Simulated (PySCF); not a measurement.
TeHF, SMILES F[TeH].

The structure is a stationary point at r2SCAN-D4/def2-TZVP. The def2 effective core potentials stand for the cores of Te; spin–orbit coupling is left out.

These are TDDFT-PBE0/def2-TZVPD run with PySCF values and carry that method's errors.

Vertical excitations. The molecule is in vacuum. State labels are in the subgroup Cs.

Computed UV-visible absorptions:
```tsv
state	symmetry	energy (eV)	λ (nm)	f	main pairs
S1	A"	2.50	496	0.000	HOMO→LUMO 100 %
S2	A"	4.72	263	0.009	HOMO→LUMO+1 99 %
S3	A'	5.69	218	0.010	HOMO−1→LUMO 96 %
S4	A"	6.32	196	0.216	HOMO→LUMO+3 68 %, HOMO→LUMO+2 29 %
S5	A"	6.41	193	0.003	HOMO→LUMO+2 70 %, HOMO→LUMO+3 29 %
S6	A'	6.66	186	0.011	HOMO→LUMO+4 99 %
S7	A"	6.89	180	0.019	HOMO→LUMO+5 98 %
S8	A"	7.38	168	0.016	HOMO−2→LUMO 97 %
S9	A'	7.40	168	0.053	HOMO→LUMO+6 81 %
S10	A'	7.72	161	0.018	HOMO−3→LUMO 77 %
T1	A"	1.72	722	0	HOMO→LUMO 99 %
T2	A"	4.14	300	0	HOMO→LUMO+1 94 %
T3	A'	4.84	256	0	HOMO−1→LUMO 97 %
T4	A"	5.78	214	0	HOMO→LUMO+3 65 %, HOMO→LUMO+2 23 %
```
Triplets are in the Tamm–Dancoff approximation, which puts them higher than full response would, so one can lie above its singlet here.
